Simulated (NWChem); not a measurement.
System: GeNH4O2F; SMILES [OH][Ge]([F])([OH])[NH2]

NWChem input:

```
start job
memory heap 200 mb stack 900 mb global 1100 mb
geometry units angstroms noautoz
  N     -0.681801    -1.638086     0.315738
  Ge    -0.003798    -0.007163    -0.018550
  O      0.323334     0.967504     1.403920
  O     -1.025735     0.989270    -1.032149
  F      1.509669    -0.317654    -0.807262
  H     -1.694032    -1.683225     0.385679
  H     -0.344027    -2.357717    -0.317220
  H      0.863710     0.506454     2.055155
  H     -0.840015     1.929197    -0.921314
end
basis spherical
  * library def2-svp
end
dft
  xc xperdew91 perdew91
  iterations 150
  mulliken
end
task dft energy
```

Geometry: optimised at PBE0/def2-SVP.

What results follow from this input? (PW91/def2-SVP.) Quantities: energy (Ha); highest occupied level (eV); orbital gap (eV); dipole (D).


* **energy (Ha)**: -2384.12
* **highest occupied level (eV)**: -6.46
* **orbital gap (eV)**: 5.65
* **dipole (D)**: 1.57
